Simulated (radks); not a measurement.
The beryllium ion Be3+, 1s1. All-electron calculation, non-relativistic Kohn-Sham, LDA (Slater exchange, Perdew-Wang correlation), spin-polarised, spherical densities, point nucleus. Program: a radial shooting solver on a logarithmic mesh with Libxc functionals. Every spin shell is full or empty, so the densities are truly spherical. Functionals are evaluated on that one density, not self-consistently. Rank these exchange functionals by their error against the exact value of the orbitals, and give that value: LDA, B88, PBE, PBEsol, revPBE, PW91, PW86, WC, B86b, G96, r2SCAN, MS2, Tao-Mo, MVS.

Answer. Exact: -1.23360 hartree. From best to worst, with 100 (|E| - |E exact|)/|E exact| (equal figures are ties): r2SCAN +0.04, MVS +0.05, MS2 +0.06, Tao-Mo +0.06, PW86 -0.26, G96 -0.35, revPBE -0.54, B88 -0.80, B86b -1.06, PW91 -1.71, PBE -2.01, WC -3.97, PBEsol -6.27, LDA -14.19.
